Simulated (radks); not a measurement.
Values are calculated unless marked as measured or tabulated.
Radial electron density D(r) = 4 pi r^2 rho(r) of an atom or ion with 19 electrons. Code: a radial shooting solver on a logarithmic mesh with Libxc functionals. Model: scalar-relativistic Kohn-Sham, PBE, spin-unpolarised, spherical densities, point nucleus.

```
   r/bohr * D(r) (the largest magnitude, 24.5, reaches the edge; | marks zero)
 0.006425 |    *
 0.007361 |     *
 0.008434 |       *
 0.009585 |         *
  0.01098 |           *
  0.01258 |              *
  0.01441 |                 *
  0.01638 |                     *
  0.01877 |                         *
   0.0215 |                             *
  0.02464 |                                  *
    0.028 |                                      *
  0.03208 |                                           *
  0.03675 |                                               *
  0.04211 |                                                  *
  0.04786 |                                                    *
  0.05483 |                                                    *
  0.06282 |                                                   *
  0.07197 |                                                *
   0.0818 |                                             *
  0.09371 |                                         *
   0.1074 |                                      *
    0.123 |                                     *
   0.1398 |                                      *
   0.1602 |                                          *
   0.1835 |                                               *
   0.2102 |                                                   *
   0.2389 |                                                      *
   0.2738 |                                                      *
   0.3136 |                                                  *
   0.3593 |                                          *
   0.4084 |                                 *
   0.4679 |                       *
   0.5361 |                *
   0.6142 |             *
    0.698 |             *
   0.7997 |              *
   0.9162 |                *
     1.05 |                *
    1.193 |               *
    1.367 |            *
    1.566 |        *
    1.794 |     *
    2.039 |   *
    2.336 | *
    2.676 |*
    3.066 |*
    3.485 |*
    3.993 |*
    4.574 *
    5.241 *
    5.957 *
    6.824 *
    7.819 *
    8.958 *
    10.18 *
```

What is the nuclear charge?

Answer. Z = 20. The innermost maximum, from 1s, lies near gamma/Z bohr with gamma = sqrt(1 - (Z/c)^2) = 0.989, here 0.0495 bohr (found: 0.0527), and its height grows with Z. The density is that of the calcium ion Ca+ in [Ar] 4s1; the configuration itself is not fixed sharply by these data, and Z only to about a unit. D(r) has 3 maxima, at r = 0.0527, 0.255, 1.00 bohr, and minima at 0.123, 0.660 bohr, inside which lie 2.16, 10.35 electrons.
